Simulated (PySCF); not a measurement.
The multiplicity is imposed and other spin states were not computed.

```xyz
4

Ti     0.0348    -0.0186     0.0480
F      1.4709    -0.6836    -0.7280
F     -1.5070     0.0008    -0.8066
F      0.1373     0.5871     1.6999
```

Charge 0, multiplicity 2.

Q: Give the Mulliken and meta-Löwdin atomic charges from PySCF with TPSSh-D3(BJ)/def2-TZVP // TPSS-D3(BJ)/def2-SVP.

A: 
```
atom  Mulliken (e)  meta-Löwdin (e)
----  ------------  ---------------
Ti1           1.41             1.42
F2           -0.47            -0.47
F3           -0.47            -0.47
F4           -0.47            -0.47
```
